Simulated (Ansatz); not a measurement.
The cluster Ca₄O₃⁺. Total charge 1; doublet. Geometry PBE0-D4/def2-SVP; atoms count from 1.

```xyz
7

Ca   -0.3643   -0.3978    2.0905
Ca    1.7618   -1.0932   -0.6019
Ca    0.2007    1.5861   -0.2510
Ca   -1.6800   -0.7421   -1.1350
O     0.2507   -0.0709   -1.6655
O    -1.5076    0.5041    0.5610
O     1.3388    0.2139    1.0019
```

The structure comes from a short search, and lower isomers may exist.

Q: Estimate the Mulliken populations from the PBE0/def2-TZVP orbitals of Ansatz.

A: 
```csv
atom,charge (e),spin (α − β)
Ca1,1.02,0.36
Ca2,1.02,0.36
Ca3,1.32,-0.04
Ca4,1.02,0.36
O5,-1.13,-0.02
O6,-1.13,-0.02
O7,-1.13,-0.02
```
Mulliken values depend strongly on the basis.

Q: Where does the spin sit?

A: Summed by element: Ca 1.05, O -0.05, of 1 unpaired in all. Largest on single atoms: Ca1 0.36, Ca2 0.36, Ca4 0.36.

Q: And the Mayer bond orders between heavy atoms (over 0.3)?

A: Ca1–O6 0.53 (2.11 Å); Ca1–O7 0.53 (2.11 Å); Ca2–O5 0.53 (2.11 Å); Ca2–O7 0.53 (2.11 Å); Ca3–O5 0.41 (2.18 Å); Ca3–O6 0.41 (2.18 Å); Ca3–O7 0.41 (2.18 Å); Ca4–O5 0.53 (2.11 Å); Ca4–O6 0.53 (2.11 Å).
